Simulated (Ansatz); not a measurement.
System: CCl$_{2}$, charge -1, multiplicity 2. SMILES of the parent species: [C](Cl)Cl
Geometry from a B3LYP-D3(BJ)/def2-TZVP (Ansatz, a program for electronic structure) optimisation:
```
C
Cl 1 1.9054
Cl 1 1.9054 2 104.49
```
Charge -1, spin multiplicity 2.

Parts of the frozen-core correlation energy in STO-3G (Ansatz, hartree). Frozen orbitals: 11; correlated occupied orbitals by spin: 10 and 9; virtual: 2 and 3. Open shells are spin-unrestricted. No spin-orbit coupling. No relativistic terms.

```tsv
term	value
reference (HF)	-946.40296
MP2 opposite-spin	-0.03121
MP2 same-spin	-0.00341
CCSD correlation	-0.04795
(T)	-0.00131
T1 diagnostic	0.009
largest doubles amplitude	0.078
<S^2> of the reference	0.759
```
